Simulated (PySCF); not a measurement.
SrF2, SMILES [F][Sr][F].

Coordinates come from a PBE-D3(BJ)/def2-TZVP optimisation. The isomer is the one that the SMILES or the coordinates give; other isomers of the formula were not compared. The def2 effective core potentials stand for the cores of Sr; spin–orbit coupling is left out.

Level of theory: PBE-D3(BJ)/def2-TZVP run with PySCF.

Frequencies are harmonic and unscaled.

Problem. Estimate the vibrational spectrum. (An estimate is asked for; the answer gives what the named calculation found.)

Solution. 
```json
[
 {"mode": "1", "ν (cm⁻¹)": "92", "IR (km/mol)": "35.9", "moving atoms (share of kinetic energy)": "F 80 %, Sr 20 %"},
 {"mode": "2", "ν (cm⁻¹)": "469", "IR (km/mol)": "199.4", "moving atoms (share of kinetic energy)": "F 74 %, Sr 26 %"},
 {"mode": "3", "ν (cm⁻¹)": "469", "IR (km/mol)": "41.6", "moving atoms (share of kinetic energy)": "F 90 %, Sr 10 %"}
]
```
